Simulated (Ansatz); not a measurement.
Consider the formal exchange of groups at the Si–Si bond: `FB[SiH2][SiH3]` + `FBF` → `FB(F)[SiH3]` + `FB[SiH3]`.

Computed with Ansatz on PBE0-D4/def2-TZVP structures; ΔE is electronic, products minus reactants. CBS: MP2 limit from def2 TZ/QZ plus the TZ coupled-cluster correction, frozen cores. This one scheme is used for every species. DFT in def2-TZVPP. B3LYP here is the variant with VWN-RPA as its local correlation; programs differ in this. Each species was taken in one conformer, which may not be the lowest.

`FB[SiH2][SiH3]`:

Z-matrix (Å, degrees):
```
Si
B 1 2.027
Si 1 2.347 2 107.7
H 1 1.490 2 110.2 3 117.4
H 1 1.489 2 112.9 3 -120.2
F 2 1.322 1 120.3 3 95.1
H 2 1.203 1 123.3 3 -82.0
H 3 1.487 1 110.0 2 -62.2
H 3 1.488 1 110.0 2 57.4
H 3 1.487 1 110.7 2 177.5
```

`FBF`:

Z-matrix (Å, degrees):
```
B
F 1 1.313
F 1 1.313 2 118.1
H 1 1.191 2 121.0 3 180.0
```

`FB(F)[SiH3]`:

Cartesian coordinates in Å:
```
F -0.342 -2.071 0.644
B -0.577 -0.774 0.677
F -1.491 -0.367 1.537
Si 0.418 0.549 -0.507
H 1.175 -0.155 -1.572
H 1.366 1.320 0.341
H -0.548 1.498 -1.120
```

`FB[SiH3]`:

```xyz
7

F     1.292   -1.150    1.343
B     1.017   -0.078    0.621
Si   -0.713    0.054   -0.443
H     1.841    0.799    0.640
H    -0.386    0.361   -1.863
H    -1.510    1.195    0.091
H    -1.540   -1.181   -0.389
```

```json
{"level": "B3LYP-D4", "ΔE (kcal/mol)": "7.8"}
{"level": "PBE-QIDH", "ΔE (kcal/mol)": "8.7"}
```

Problem. What does CCSD(T)/CBS give? (Estimate.)

Solution. Ansatz gave: +8.2 kcal/mol. The listed levels differ from it by -0.4, 0.5 kcal/mol.

Largest T1 diagnostic among the species: 0.015.

The D4 term adds +0.9 kcal/mol with B3LYP and +0.5 kcal/mol with PBE0; it sums over pairs of atoms, weighted by their polarisabilities, and B3LYP, whose exchange is more repulsive, gets the larger term. Leaving LDA and LC-ωPBE aside and taking each functional with its dispersion term where it has one, the values, not all of them listed here, spread over 2.1 kcal/mol, from CAM-B3LYP-D4 to HSE06-D4.
